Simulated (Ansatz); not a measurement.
Reaction (cleavage of the Si–Ge bond): `[F][Ge]([SiH3])([SH])[Cl]` + `C[S][Sn][OH]` → `C[S][Sn][O][SiH3]` + `[F][GeH]([SH])[Cl]`

Program: Ansatz. Geometries: PBE0-D4/def2-TZVP. ΔE: electronic, gas phase. CCSD(T)/CBS is the MP2 limit (def2-TZVPP, def2-QZVPP) plus CCSD(T) − MP2 in def2-TZVPP, frozen cores. DFT in def2-TZVPP. B3LYP here is the variant with VWN-RPA as its local correlation; programs differ in this. Elements past krypton have def2 core potentials. For Ge, Sn outer-core shells are correlated without core-valence functions, which leaves a few kJ/mol of doubt a bond. Scalar relativity is left out up to krypton. One conformer a species, not always the lowest.

CCSD(T)/CBS gives -84.4 kJ/mol.

Q: Another level gave -82.7 kJ/mol. Which?
A. SCS-MP2/def2-TZVPP
B. B3LYP/def2-TZVPP
C. PBE/def2-TZVPP
D. MP2/def2-TZVPP

A: B. B3LYP -82.7, SCS-MP2/def2-TZVPP -96.3, PBE -60.9, MP2/def2-TZVPP -92.1 kJ/mol.

Largest T1 diagnostic among the species: 0.016.

In def2-TZVPP, CCSD(T) changes the Hartree–Fock value by +24.6 kJ/mol (the triples alone add +3.1 kJ/mol) and MP2 by +20.1 kJ/mol. From PBE to PBE0 (25 % exact exchange), in def2-TZVPP and without D4, ΔE moves by −10.5 kJ/mol.
